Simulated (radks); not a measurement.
Problem. Ti4+, 18 electrons, occupied as [Ar]. Calculated with a radial shooting solver on a logarithmic mesh with Libxc functionals: non-relativistic Kohn-Sham, LDA (Slater exchange, Perdew-Wang correlation), spin-unpolarised, spherical densities, point nucleus. Some entries of the table are withheld. Estimate them.

orbital,occ.,eigenvalue (eV),r(max) (bohr),<r> (bohr)
1s,2,-4878.256,0.04623,0.07032
2s,2,-585.3350,0.2720,0.3285
2p,6,-498.8740,0.2206,0.2913
3s,2,-112.7616,0.8634,0.9824
3p,6,-89.3478,0.8820,1.028
3d,0,-52.7762,0.8708,1.139
4s,0,-36.8176,(1),2.381
4p,0,(2),2.426,2.619
4f,0,-15.2182,3.222,3.728

Solution. 
(1) 4s r(max) (bohr): 2.213
(2) 4p eigenvalue (eV): -30.4482
